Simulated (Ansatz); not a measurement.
`[SiH3]BO[SiH3]` + CH₃SH → `CSBO[SiH3]` + SiH₄ at 500 K and 1 bar (cleavage of the B–Si bond).

Gas-phase electronic energies from Ansatz, PBE0-D4/def2-TZVP geometries. CCSD(T)/CBS is the MP2 limit (def2-TZVPP, def2-QZVPP) plus CCSD(T) − MP2 in def2-TZVPP, frozen cores. This one scheme is used for every species. One conformer a species, not always the lowest.

| species | CCSD(T)/CBS energy (Eh) | H − E (kJ/mol) | S (J/(mol·K)) |
| --- | --- | --- | --- |
| `[SiH3]BO[SiH3]` | -682.38605 | 225.2 | 428.8 |
| CH₃SH | -438.22835 | 145.1 | 283.7 |
| `CSBO[SiH3]` | -829.19213 | 268.0 | 453.7 |
| SiH₄ | -291.46306 | 102.4 | 230.9 |

H − E and S are ideal-gas, rigid-rotor, harmonic terms from PBE0-D4/def2-TZVP, for one conformer and one mirror image of each species. 1 Eh = 2625.50 kJ/mol, R = 8.31446 J/(mol·K).

Problem. By hand: ΔE, ΔH, ΔS and ΔG.

Solution. ΔE = (-829.19213) + (-291.46306) − (-682.38605) − (-438.22835) = -0.04079 Eh = -107.1 kJ/mol. Δ(H − E) = 268.0 + 102.4 − 225.2 − 145.1 = 0.1, so ΔH = -107.0 kJ/mol. ΔS = 453.7 + 230.9 − 428.8 − 283.7 = -27.9 J/(mol·K). ΔG = -107.0 − 500 × (-27.9)/1000 = -93.0 kJ/mol.

Problem. By hand: the equilibrium constant, and the temperature at which ΔG would vanish if ΔH and ΔS stayed fixed.

Solution. log₁₀ K = −ΔG/(RT ln 10) = 9.7. ΔG = 0 at ΔH/ΔS = 3835 K, far beyond where these terms or the molecules hold.

ΔH outweighs TΔS. A doubt of 5 kJ/mol in ΔE shifts log₁₀ K by 0.5 here. Other conformers and mirror images would add mixing entropy, several J/(mol·K) or more a flexible species. Modes under 60 cm⁻¹, often nearly free rotors, make the harmonic entropy too high. These are equilibria of isolated gas molecules and say nothing of rates. Largest T1 diagnostic: 0.014 (customary marks: 0.02 for closed shells, 0.045 for open ones).
